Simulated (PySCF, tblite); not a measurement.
Compound: C₇H₉P.
Numbering: `[CH3:1][c:2]1[cH:3][cH:4][p:5][cH:6][c:7]1[CH3:8]` (hydrogens: H9, H10, H11 on C1; H12 on C3; H13 on C4; H14 on C6; H15, H16, H17 on C8)

The geometry is computed with GFN2-xTB (gas phase).

Question: Give the optimised bond lengths and angles.

Answer: 
```tsv
bond	length (pm)	order
C1–C2	149.9	single
C2–C3	139.0	aromatic
C3–C4	137.8	aromatic
C4–P5	173.1	aromatic
P5–C6	173.2	aromatic
C6–C7	138.3	aromatic
C7–C8	150.1	single
C2–C7	140.1	aromatic
C1–H9, C1–H10, C1–H11	108.9	single
C3–H12	108.4	single
C4–H13	108.3	single
C6–H14	108.4	single
C8–H15, C8–H16, C8–H17	108.9	single
```

Bonds in one row agree within 1 pm and their mean is given. Orders are formal, as drawn. A selection of angles:
```tsv
angle	degrees
C1–C2–C3	118.8
C1–C2–C7	119.7
C3–C2–C7	121.4
C2–C3–C4	125.0
C3–C4–P5	125.0
C4–P5–C6	99.4
P5–C6–C7	127.1
C6–C7–C8	118.6
C2–C7–C6	122.2
C2–C7–C8	119.3
```

Of the pairs four or more bonds apart, H14···H16 is among the closest relative to their van der Waals radii: 2.23 Å, 93 % of the sum of Bondi's values. The 8 heavy atoms lie in one plane (0.001 Å rms). The 6-membered ring C2–C3–C4–P5–C6–C7 has internal angles of 99.4° to 127.1°; it is planar, 0.00 Å rms from its mean plane, widest ring torsion 0°. The 6 C–C bonds span 1.378 Å (C3–C4, aromatic) to 1.501 Å (C7–C8, drawn single), a spread of 0.123 Å.

Point group: Cs (tolerance 0.08 Å). Its GFN2-xTB frequencies are all real (lowest 122 cm⁻¹).
